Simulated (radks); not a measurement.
Results of a calculation; reference values are marked as such.
Neutral carbon inside a hard spherical wall (all orbitals vanish at R), configuration held at [He] 2s2 2p2 and not refilled when levels cross. Level of theory: non-relativistic Kohn-Sham, PBEsol, spin-polarised, spherical densities, point nucleus; open shells are filled with parallel spins first (a radial shooting solver on a logarithmic mesh with Libxc functionals). Eigenvalues in eV for spin up, with the zero of energy where the potential of the charges vanishes at infinity; a dash marks a level that is unbound or too diffuse for the functional's potential to be trusted. A positive occupied level is held by the wall or, in an anion where self-interaction has pushed it up, behind a barrier. The pressure on the wall is -dE/dV.

| R (bohr) | E (hartree) | kinetic (hartree) | e(1s) | e(2s) | e(2p) | e(3s, empty) | e(3p, empty) | pressure (GPa) |
|---|---|---|---|---|---|---|---|---|
| free | -37.62352 | 37.478 | -271.68 | -14.514 | -6.057 | - | - | 0 |
| 15 | -37.62352 | 37.478 | -271.68 | -14.514 | -6.057 | - | - | < 0.0001 |
| 12 | -37.62352 | 37.478 | -271.68 | -14.514 | -6.057 | 0.051 | 1.118 | < 0.0001 |
| 4 | -37.53740 | 37.924 | -268.02 | -12.270 | -3.400 | 19.020 | 22.335 | 19.7 |
| 3.5 | -37.43290 | 38.358 | -265.23 | -10.434 | -1.279 | 29.399 | 32.146 | 58.9 |
| 2.5 | -36.58885 | 41.038 | -251.77 | 0.634 | 10.396 | 81.710 | 77.832 | 692 |
| 2 | -35.00301 | 45.037 | -236.62 | 18.073 | 26.585 | 152.56 | 135.47 | 2990 |
| 1.5 | -30.18078 | 55.252 | -208.36 | 67.075 | 65.693 | 324.69 | 267.62 | 17500 |
